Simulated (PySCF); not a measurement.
B(F)2(OSiH3) (BF2H3OSi), SMILES B(F)(O[SiH3])F.

Coordinates come from a r2SCAN-D4/def2-SVP optimisation. The values are those of a single conformer.

Computed with TDA-M06-2X/def2-SVPD (PySCF).

Vertical excitations.  State labels are in the subgroup Cs.

Computed excitation energies, oscillator strengths and character:
| state | symmetry | energy (eV) | λ (nm) | f | main pairs |
|---|---|---|---|---|---|
| S1 | A" | 8.02 | 155 | 0.004 | HOMO→LUMO 73 %, HOMO→LUMO+1 11 %, HOMO→LUMO+2 11 % |
| S2 | A' | 8.18 | 152 | 0.011 | HOMO−1→LUMO 71 %, HOMO−1→LUMO+2 14 %, HOMO−1→LUMO+1 12 % |
| S3 | A" | 9.14 | 136 | 0.107 | HOMO→LUMO+1 76 % |
| S4 | A" | 9.23 | 134 | 0.018 | HOMO−1→LUMO+3 54 %, HOMO→LUMO+4 26 % |
| S5 | A' | 9.28 | 134 | 0.100 | HOMO−1→LUMO+1 83 % |
| S6 | A' | 9.68 | 128 | 0.093 | HOMO→LUMO+3 90 % |
| S7 | A" | 9.76 | 127 | 0.013 | HOMO→LUMO+4 36 %, HOMO−1→LUMO+3 22 %, HOMO−2→LUMO+3 11 %, HOMO−1→LUMO+5 10 % |
| S8 | A' | 9.95 | 125 | 0.080 | HOMO−2→LUMO 47 %, HOMO−1→LUMO+2 27 % |
| S9 | A" | 10.02 | 124 | 0.034 | HOMO→LUMO+2 34 %, HOMO−3→LUMO 19 %, HOMO−1→LUMO+5 15 %, HOMO−2→LUMO+3 7 % |
| S10 | A' | 10.27 | 121 | 0.227 | HOMO−1→LUMO+4 70 %, HOMO−1→LUMO+6 11 % |
| T1 | A" | 7.67 | 162 | 0 | HOMO→LUMO 66 %, HOMO→LUMO+2 15 %, HOMO→LUMO+1 13 % |
| T2 | A' | 7.79 | 159 | 0 | HOMO−1→LUMO 63 %, HOMO−1→LUMO+2 16 %, HOMO−1→LUMO+1 14 % |
| T3 | A' | 8.82 | 141 | 0 | HOMO→LUMO+3 75 % |
| T4 | A" | 8.83 | 140 | 0 | HOMO→LUMO+1 45 %, HOMO→LUMO+4 12 %, HOMO→LUMO+2 9 %, HOMO−1→LUMO+3 8 % |
Triplets are in the Tamm–Dancoff approximation.
